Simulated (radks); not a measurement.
Species: a nucleus of charge 80.5 with 80 electrons. Configuration: [Hg]. All-electron calculation, Dirac Kohn-Sham, PBEsol, spin-unpolarised, spherical densities, finite nucleus; Fermi nuclear charge, rms radius 5.4648 fm. Program: a radial shooting solver on a logarithmic mesh with Libxc functionals.

Normalised radial functions P(r) = r R(r) (large component), r in bohr:

r,4f5/2,6s1/2
0.001134,0.0000,0.0311
0.001537,0.0000,0.0383
0.002083,0.0000,0.0464
0.002801,0.0000,0.0548
0.003796,0.0000,0.0632
0.005144,0.0000,0.0698
0.006916,0.0000,0.0720
0.009373,0.0001,0.0664
0.0127,0.0004,0.0489
0.01708,0.0012,0.0170
0.02315,0.0034,-0.0297
0.03112,0.0092,-0.0790
0.04218,0.0246,-0.1100
0.05716,0.0622,-0.0891
0.07685,0.1427,-0.0030
0.1042,0.3053,0.1141
0.1412,0.5803,0.1539
0.1898,0.9437,0.0338
0.2572,1.3119,-0.1696
0.3486,1.4954,-0.2024
0.4687,1.3752,0.0405
0.6352,0.9996,0.3182
0.8608,0.5596,0.2622
1.157,0.2376,-0.1331
1.569,0.0692,-0.5611
2.126,0.0130,-0.7220
2.858,0.0015,-0.5961
3.873,0.0001,-0.3367
5.249,0.0000,-0.1275
7.058,0.0000,-0.0306

4f5/2: eigenvalue -110.42 eV, 0 radial nodes, <r> = 0.472 bohr, 90 % of the charge inside 0.753 bohr. 6s1/2: eigenvalue -11.397 eV, 5 radial nodes at r = 0.0193, 0.0775, 0.200, 0.451, 1.06 bohr, <r> = 2.51 bohr, 90 % of the charge inside 3.72 bohr.
